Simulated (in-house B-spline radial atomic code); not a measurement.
How G0W0 and RPA depend on the start: Br5+

Configuration [Ar] 3d10 4s2. Computed with a B-spline radial code for spherical atoms: all electrons, scalar-relativistic (spin-free one-electron X2C), finite nucleus, each spin shell either full or empty, empty states to l = 9 with an (l + 1/2)⁻⁴ tail; G0W0 by contour deformation at full frequency.

```json
{"start": "Hartree-Fock", "mean-field 4s (eV)": "-85.54", "G0W0 (eV)": "-87.58", "QP weight": "0.978", "RPA correlation (Eh)": "-2.1271"}
{"start": "LDA VWN5", "mean-field 4s (eV)": "-81.51", "G0W0 (eV)": "-88.12", "QP weight": "0.962", "RPA correlation (Eh)": "-2.3218"}
{"start": "PBE", "mean-field 4s (eV)": "-81.01", "G0W0 (eV)": "-88.06", "QP weight": "0.962", "RPA correlation (Eh)": "-2.3174"}
{"start": "PBE0", "mean-field 4s (eV)": "-82.39", "G0W0 (eV)": "?", "QP weight": "?", "RPA correlation (Eh)": "?"}
{"start": "r2SCAN", "mean-field 4s (eV)": "-81.29", "G0W0 (eV)": "-88.01", "QP weight": "0.965", "RPA correlation (Eh)": "-2.2843"}
{"start": "HSE06", "mean-field 4s (eV)": "-82.15", "G0W0 (eV)": "-87.96", "QP weight": "0.966", "RPA correlation (Eh)": "-2.2686"}
{"start": "B3LYP (VWN-RPA)", "mean-field 4s (eV)": "-82.45", "G0W0 (eV)": "-87.98", "QP weight": "0.966", "RPA correlation (Eh)": "-2.276"}
{"start": "SCAN", "mean-field 4s (eV)": "-81.48", "G0W0 (eV)": "-88.01", "QP weight": "0.965", "RPA correlation (Eh)": "-2.2834"}
{"start": "TPSS", "mean-field 4s (eV)": "-80.87", "G0W0 (eV)": "-88.06", "QP weight": "0.963", "RPA correlation (Eh)": "-2.3082"}
{"start": "BHandHLYP", "mean-field 4s (eV)": "-83.90", "G0W0 (eV)": "-87.82", "QP weight": "0.971", "RPA correlation (Eh)": "-2.2161"}
{"start": "CAM-B3LYP", "mean-field 4s (eV)": "-84.30", "G0W0 (eV)": "?", "QP weight": "?", "RPA correlation (Eh)": "?"}
{"start": "LC-wPBE", "mean-field 4s (eV)": "-85.77", "G0W0 (eV)": "-87.87", "QP weight": "0.974", "RPA correlation (Eh)": "-2.2596"}
{"start": "wB97X", "mean-field 4s (eV)": "-85.34", "G0W0 (eV)": "-87.83", "QP weight": "0.973", "RPA correlation (Eh)": "-2.2471"}
{"start": "PBEsol", "mean-field 4s (eV)": "-81.02", "G0W0 (eV)": "-88.08", "QP weight": "0.962", "RPA correlation (Eh)": "-2.3189"}
{"start": "BLYP", "mean-field 4s (eV)": "-81.17", "G0W0 (eV)": "-88.09", "QP weight": "0.962", "RPA correlation (Eh)": "-2.3191"}
{"start": "r2SCAN0", "mean-field 4s (eV)": "-82.64", "G0W0 (eV)": "-87.89", "QP weight": "0.969", "RPA correlation (Eh)": "-2.2418"}
{"start": "LDA exchange-only", "mean-field 4s (eV)": "-79.94", "G0W0 (eV)": "-88.15", "QP weight": "0.963", "RPA correlation (Eh)": "-2.3219"}
```

Task: What G0W0 level, weight and RPA correlation energy follow from the CAM-B3LYP start?

Result: G0W0 level -87.91 eV, weight 0.971, RPA correlation -2.2559 hartree.

Task: What G0W0 level, weight and RPA correlation energy follow from the PBE0 start?

Result: G0W0 level -87.92 eV, weight 0.967, RPA correlation -2.2641 hartree.

Task: How much of the dependence on the start does G0W0 remove?

Result: The mean-field levels span 5.83 eV and the G0W0 levels 0.565 eV. Against 87.39 ± 0.025 eV (NIST, measured) the G0W0 removal energies are off by +0.19 to +0.76 eV, with spin-orbit coupling, Breit and QED terms left out.
